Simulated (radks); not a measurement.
Problem. These are the eigenvalues of the occupied orbitals of an atom or ion with whole-number occupations (eV). Method: scalar-relativistic Kohn-Sham, Wu-Cohen GGA, spin-unpolarised, spherical densities, finite nucleus; Fermi nuclear charge, rms radius of each element as measured or else 0.836 A^(1/3) + 0.57 fm; computed with a radial shooting solver on a logarithmic mesh with Libxc functionals.

1s: -48371.29
2s: -7954.585
2p: -7090.454
3s: -1760.664
3p: -1491.632
3d: -1131.401
4s: -360.0871
4p: -271.5721
4d: -148.1817
5s: -58.2691
5p: -37.2981
4f: -16.1779

Which element is it, and in what charge state? The configuration may be excited.

Solution. Z = 63, europium, charge +2: Eu2+ in [Xe] 4f7. The list shows which subshells hold electrons but not how many an open one holds; the 1s level, -1777.6 hartree, gives Z - s = 59.6 by -(Z - s)^2/2, which with screening and relativity narrows Z to a few neighbours, and the depths of the outer levels then fix element, charge and occupations together.
